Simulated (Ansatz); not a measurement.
Consider the ligand exchange at a B–S bond: `OBS[SiH3]` + `N[SiH3]` → `OBN[SiH3]` + `[SiH3]S`.

Gas-phase electronic energies from Ansatz, PBE0-D4/def2-TZVP geometries. CCSD(T)/CBS is the MP2 limit (def2-TZVPP, def2-QZVPP) plus CCSD(T) − MP2 in def2-TZVPP, frozen cores. This one scheme is used for every species. Functionals use def2-TZVPP. Each species was taken in one conformer, which may not be the lowest.

```
             level  ΔE (kcal/mol)
            B97M-V          -11.2
               PBE          -10.0
            revPBE           -9.9
             BHLYP          -14.1
RPA@PBE/def2-TZVPP          -13.0
SCS-MP2/def2-TZVPP          -12.8
CCSD(T)/def2-TZVPP          -12.5
     HF/def2-QZVPP          -16.1
```

What does CCSD(T)/CBS give? (An estimate is asked.)

The calculation gave: -12.1 kcal/mol. The listed levels differ from it by 0.9, 2.1, 2.2, -2.0, -0.9, -0.7, -0.4, -4.0 kcal/mol.

Largest T1 diagnostic among the species: 0.014.

From PBE to PBE0 (25 % exact exchange), in def2-TZVPP and without D4, ΔE moves by −1.2 kcal/mol. Leaving LDA and LC-ωPBE aside and taking each functional with its dispersion term where it has one, the values, not all of them listed here, spread over 4.1 kcal/mol, from BHLYP-D4 to revPBE-D4.
